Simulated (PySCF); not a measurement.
**Radial density of Ce⁴⁴⁺ (cerium, charge +44)**

MN15, [Ne] 3s2 3p2, high-spin 3P determinant. Calculation: PySCF 2.14, in an even-tempered Gaussian basis (16 s from 8.8 bohr⁻², ratio 2.5; 10 p from 11 bohr⁻², ratio 2.5; 4 d from 46 bohr⁻², ratio 2.7; 4 f from 69 bohr⁻², ratio 2.7); no relativity, point nucleus.

```tsv
r (bohr)	4πr²ρ (e/bohr)	4πr²(ρα − ρβ)
0.000448	0.3365	-0.0001
0.000753	0.9181	-0.0002
0.00127	2.444	-0.0006
0.00213	6.240	-0.0012
0.00358	14.87	-0.0014
0.00603	31.55	0.0066
0.0101	55.35	0.0691
0.0171	72.08	0.3934
0.0287	65.76	1.5672
0.0482	68.07	3.5038
0.0811	85.83	2.0220
0.136	39.56	1.2966
0.230	22.68	10.1673
0.386	5.345	2.3935
0.649	0.05878	0.0230
```

A non-relativistic calculation at this Z misses sizeable relativistic shifts. Spin-orbit coupling is strong in this species (close to jj coupling), so the high-spin LS determinant is a model state, not a physical level.
